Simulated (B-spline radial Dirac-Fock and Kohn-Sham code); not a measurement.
## Gd⁺ in Watson spheres of different radius

Calculated with an atomic code on a B-spline grid, using ΔSCF Dirac-Fock with Breit, self-energy and vacuum polarisation, finite nucleus, configuration average. The ion, [Xe] 4f7 5d1 6s1, sits in a hollow sphere of charge Q = -1, a simple model of the Madelung potential. Inside the sphere an electron's potential energy is raised by the constant 14.40·|Q|/R eV, so binding energies fall by about that much as long as the orbitals stay inside.

```
radius (Å)  14.40 |Q|/R (eV)  1s (eV)  2s (eV)  2p1/2 (eV)  2p3/2 (eV)  3s (eV)  3p1/2 (eV)  3p3/2 (eV)  3d3/2 (eV)  3d5/2 (eV)  4s (eV)  4p1/2 (eV)  4p3/2 (eV)  4d3/2 (eV)  4d5/2 (eV)  4f (eV)  5p1/2 (eV)  5p3/2 (eV)  5d (eV)  6s (eV)
       1.8              8.00  50248.0   8392.9      7942.2      7254.5   1897.9      1703.6      1560.2      1228.9      1198.5    400.1       323.2       291.4       163.5       157.8    12.60       34.37       29.98     4.50     4.65
         2              7.20  50248.5   8393.4      7942.7      7255.0   1898.4      1704.1      1560.7      1229.4      1199.0    400.6       323.7       291.9       164.0       158.3    13.11       34.90       30.51     5.00     4.86
```

From the smallest to the largest radius 1s moves by +0.5 eV, while the constant potential alone would give +0.8 eV; the difference comes from charge outside the sphere and its screening.
